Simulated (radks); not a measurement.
Values are calculated unless marked as measured or tabulated.
The phosphorus anion P3-, [Ar], held by a Watson sphere: a shell of charge +3 at radius R that stands for the Madelung well of a crystal (potential energy -3/R inside, -3/r outside, in hartree with lengths in bohr). Level of theory: non-relativistic Kohn-Sham, LDA (Slater exchange, Perdew-Wang correlation), spin-unpolarised, spherical densities, point nucleus (a radial shooting solver on a logarithmic mesh with Libxc functionals). Response by self-consistent Sternheimer equations with the Hartree and adiabatic LDA kernel. The sphere does not respond.

| R (bohr) | e(2p) (eV) | e(3s) (eV) | e(3p) (eV) | <r> 3p (bohr) | sum of <r^2> (bohr^2) | X-ray form factor at sin(theta)/lambda = 0.2 1/angstrom | alpha (bohr^3) |
|---|---|---|---|---|---|---|---|
| 2.06 | -121.02 | -16.430 | -8.102 | 2.265 | 47.07 | 10.819 | 29.76 |
| 3.16 | -120.75 | -13.059 | -5.834 | 2.710 | 65.13 | 10.248 | 65.77 |
| 3.59 | -120.69 | -12.160 | -5.082 | 2.875 | 72.69 | 10.186 | 90.19 |
| 3.81 | -120.63 | -11.779 | -4.739 | 2.959 | 76.69 | 10.174 | 105.9 |
| 3.88 | -120.61 | -11.667 | -4.636 | 2.985 | 77.98 | 10.173 | 111.3 |
| 4 | -120.58 | -11.487 | -4.465 | 3.030 | 80.22 | 10.172 | 121.4 |
| 4.31 | -120.48 | -11.079 | -4.063 | 3.145 | 86.18 | 10.178 | 151.3 |
